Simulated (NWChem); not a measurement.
All runs are NWChem calculations. System: oxalic acid (C$_{2}$H$_{2}$O$_{4}$), charge 0, spin multiplicity 1, at a geometry optimised with PBE0/def2-SVP. Level: RHF/6-311G** (spherical d).

Part of the output:

```
             Northwest Computational Chemistry Package (NWChem) 7.3.0
             --------------------------------------------------------

                                NWChem Input Module
                                -------------------

 Scaling coordinates for geometry "geometry" by  1.889725989
 (inverse scale =  0.529177249)

 Turning off AUTOSYM since
 SYMMETRY directive was detected!

                             Geometry "geometry" -> ""
                             -------------------------

 Output coordinates in angstroms (scale by  1.889725989 to convert to a.u.)

  No.       Tag          Charge          X              Y              Z
 ---- ---------------- ---------- -------------- -------------- --------------
    1 O                    8.0000     1.02939800    -1.41466200    -0.01110400
    2 C                    6.0000     0.75866200    -0.11625500     0.00083800
    3 O                    8.0000     1.57252800     0.76152400     0.01159400
    4 C                    6.0000    -0.75866200     0.11625500     0.00083800
    5 O                    8.0000    -1.02939800     1.41466200    -0.01110400
    6 O                    8.0000    -1.57252800    -0.76152400     0.01159400
    7 H                    1.0000     1.99560500    -1.49966900    -0.00894700
    8 H                    1.0000    -1.99560500     1.49966900    -0.00894700

 Effective nuclear repulsion energy (a.u.)     232.8133718353

            Nuclear Dipole moment (a.u.)
            ----------------------------
        X                 Y               Z
 ---------------- ---------------- ----------------
     0.0000000000     0.0000000000     0.0000037795

      Symmetry information
      --------------------

 Group name             C2
 Group number              4
 Group order               2
 No. of unique centers     4

      Symmetry unique atoms

     1    2    3    7


 Summary of "ao basis" -> "" (spherical)
 ------------------------------------------------------------------------------
       Tag                 Description            Shells   Functions and Types
 ---------------- ------------------------------  ------  ---------------------
 *                          6-311g**                  on all atoms

 Summary of "ao basis" -> "ao basis" (spherical)
 ------------------------------------------------------------------------------
       Tag                 Description            Shells   Functions and Types
 ---------------- ------------------------------  ------  ---------------------
[...]
    49     -0.201585  3 O  pz               103     -0.201585  6 O  pz

 Vector   23  Occ=2.000000D+00  E=-4.613464D-01  Symmetry=a
              MO Center=  1.2D-14,  1.5D-16,  7.0D-03, r^2= 3.3D+00
   Bfn.  Coefficient  Atom+Function         Bfn.  Coefficient  Atom+Function
  ----- ------------  ---------------      ----- ------------  ---------------
    47      0.239645  3 O  px               101     -0.239645  6 O  px
    43      0.230540  3 O  px                97     -0.230540  6 O  px
    48     -0.181434  3 O  py               102      0.181434  6 O  py
    44     -0.169947  3 O  py                98      0.169947  6 O  py
    39      0.151089  3 O  px                93     -0.151089  6 O  px

 Vector   24  Occ=0.000000D+00  E= 8.202724D-02  Symmetry=a
              MO Center= -1.8D-15,  1.9D-16,  2.0D-03, r^2= 2.5D+00
   Bfn.  Coefficient  Atom+Function         Bfn.  Coefficient  Atom+Function
  ----- ------------  ---------------      ----- ------------  ---------------
    31      0.376301  2 C  pz                67      0.376301  4 C  pz
    49     -0.345117  3 O  pz               103     -0.345117  6 O  pz
    27      0.241757  2 C  pz                63      0.241757  4 C  pz
    13     -0.208707  1 O  pz                85     -0.208707  5 O  pz
    45     -0.179744  3 O  pz                99     -0.179744  6 O  pz

 Vector   25  Occ=0.000000D+00  E= 1.428816D-01  Symmetry=b
              MO Center=  4.7D-15, -2.9D-17, -9.4D-03, r^2= 1.1D+01
   Bfn.  Coefficient  Atom+Function         Bfn.  Coefficient  Atom+Function
  ----- ------------  ---------------      ----- ------------  ---------------
   111      1.151814  7 H  s                117     -1.151814  8 H  s
    29     -0.523178  2 C  px                65     -0.523178  4 C  px
    10     -0.377315  1 O  s                 82      0.377315  5 O  s
    28      0.299225  2 C  s                 64     -0.299225  4 C  s
    11     -0.179955  1 O  px                83     -0.179955  5 O  px

 Vector   26  Occ=0.000000D+00  E= 1.489640D-01  Symmetry=a
              MO Center= -3.3D-16, -5.7D-16, -9.4D-03, r^2= 1.1D+01
   Bfn.  Coefficient  Atom+Function         Bfn.  Coefficient  Atom+Function
  ----- ------------  ---------------      ----- ------------  ---------------
   111      1.168206  7 H  s                117      1.168206  8 H  s
    30      0.495090  2 C  py                66     -0.495090  4 C  py
    28     -0.287416  2 C  s                 64     -0.287416  4 C  s
    46     -0.233894  3 O  s                100     -0.233894  6 O  s
    12      0.196842  1 O  py                84     -0.196842  5 O  py

 center of mass
 --------------
 x =  -0.00000000 y =   0.00000000 z =   0.00037278

 moments of inertia (a.u.)
 ------------------
         312.245704477445          58.657916671340           0.000000000000
          58.657916671340         481.570308516779           0.000000000000
           0.000000000000           0.000000000000         793.755882645860

  Mulliken analysis of the total density
  --------------------------------------

    Atom       Charge   Shell Charges
 -----------   ------   -------------------------------------------------------
    1 O    8     8.38   1.08  0.91  0.93  0.99  2.12  0.82  1.50  0.02
    2 C    6     5.50   1.10  0.89  0.55  0.79  1.41  0.19  0.33  0.23
    3 O    8     8.41   1.08  0.91  0.92  1.00  2.05  0.87  1.55  0.02
    4 C    6     5.50   1.10  0.89  0.55  0.79  1.41  0.19  0.33  0.23
    5 O    8     8.38   1.08  0.91  0.93  0.99  2.12  0.82  1.50  0.02
    6 O    8     8.41   1.08  0.91  0.92  1.00  2.05  0.87  1.55  0.02
    7 H    1     0.71   0.25  0.36  0.03  0.07
    8 H    1     0.71   0.25  0.36  0.03  0.07

       Multipole analysis of the density wrt the origin
       ------------------------------------------------

     L   x y z        total         open         nuclear
     -   - - -        -----         ----         -------
     0   0 0 0     -0.000000      0.000000     46.000000

     1   1 0 0     -0.000000      0.000000      0.000000
     1   0 1 0     -0.000000      0.000000      0.000000
     1   0 0 1     -0.011899      0.000000      0.000004

     2   2 0 0    -21.543146      0.000000    254.944594
     2   1 1 0     -8.450181      0.000000    -39.937325
     2   1 0 1      0.000000      0.000000      0.000000
     2   0 2 0    -26.948552      0.000000    164.123241
     2   0 1 1     -0.000000      0.000000     -0.000000
     2   0 0 2    -23.340734      0.000000      0.015327

 Task  times  cpu:        1.9s     wall:        1.9s

 Total times  cpu:        1.9s     wall:        1.9s
```

Write an NWChem input that would produce this output.

One answer among several that fit: 
```
start mol
memory heap 200 mb stack 900 mb global 1100 mb
geometry units angstroms nocenter noautoz
  O      1.029398    -1.414662    -0.011104
  C      0.758662    -0.116255     0.000838
  O      1.572528     0.761524     0.011594
  C     -0.758662     0.116255     0.000838
  O     -1.029398     1.414662    -0.011104
  O     -1.572528    -0.761524     0.011594
  H      1.995605    -1.499669    -0.008947
  H     -1.995605     1.499669    -0.008947
  symmetry group C2
end
basis spherical
  * library 6-311g**
end
scf
  rhf
  nopen 0
  maxiter 100
  thresh 1e-7
  semidirect memsize 60000000 filesize 0
end
task scf energy
```
